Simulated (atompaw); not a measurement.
**An all-electron radial function and its pseudo partner (Mn (Z = 25))**

Columns: radius, all-electron u(r) and pseudo u(r) of the 3s shell (level -85.01 eV) of manganese in the configuration [Ne] 3s2 3p6 3d5 4s1.5 4p0.5; PBE, non-relativistic, PAW (atompaw) scheme, atompaw 4.2.0.5.

```csv
r (bohr),all-electron,pseudo
0.069,0.1188,0.2028
0.138,-0.4837,0.3993
0.208,-0.6290,0.5865
0.277,-0.3953,0.7542
0.346,-0.0051,0.9010
0.415,0.3927,1.0236
0.485,0.7289,1.1202
0.554,0.9689,1.1860
0.623,1.1187,1.2220
0.692,1.1914,1.2297
0.762,1.2039,1.2116
0.831,1.1725,1.1714
0.900,1.1123,1.1113
0.969,1.0343,1.0342
1.038,0.9471,0.9471
1.108,0.8555,0.8555
1.177,0.7663,0.7663
1.246,0.6812,0.6812
1.315,0.6015,0.6015
1.385,0.5273,0.5273
1.454,0.4610,0.4610
1.523,0.4015,0.4015
1.592,0.3485,0.3485
1.662,0.3011,0.3011
1.731,0.2600,0.2600
1.800,0.2240,0.2240
```

(1) How many radial nodes do the two functions have?

(2) At about which radius was the pseudo-wave matched?

(3) Where does each function peak?

(4) Is the pseudo-wave norm-conserving?

Results:

(1) The all-electron 3s function has n − l − 1 = 2; the pseudo-wave has 0, since the states of the same l below it are removed with the core.

(2) 1.00 bohr, where the columns begin to agree (steps of 0.07 bohr).

(3) Outermost all-electron maximum near 0.76 bohr, pseudo maximum near 0.69 bohr (to the table’s step).

(4) No, it belongs to a PAW set: the norm inside the radius is not constrained, and the difference is carried by the augmentation charge.
